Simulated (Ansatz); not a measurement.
CH$_{4}$Cl$_{2}$Si (`C[SiH](Cl)Cl`), charge 0, multiplicity 1.

Problem. Give a relaxed structure at PBE0-D4/def2-TZVP (the Gaussian-basis code of Ansatz). (Estimate.)

Solution. The calculation gave: 
Z-matrix (Å, degrees):
```
C
Si 1 1.847
H 1 1.093 2 110.1
H 1 1.093 2 110.1 3 120.0
H 1 1.092 2 110.4 3 -120.0
Cl 2 2.049 1 109.8 3 179.8
Cl 2 2.049 1 109.8 3 60.2
H 2 1.477 1 113.5 3 -60.0
```
Point group Cs.
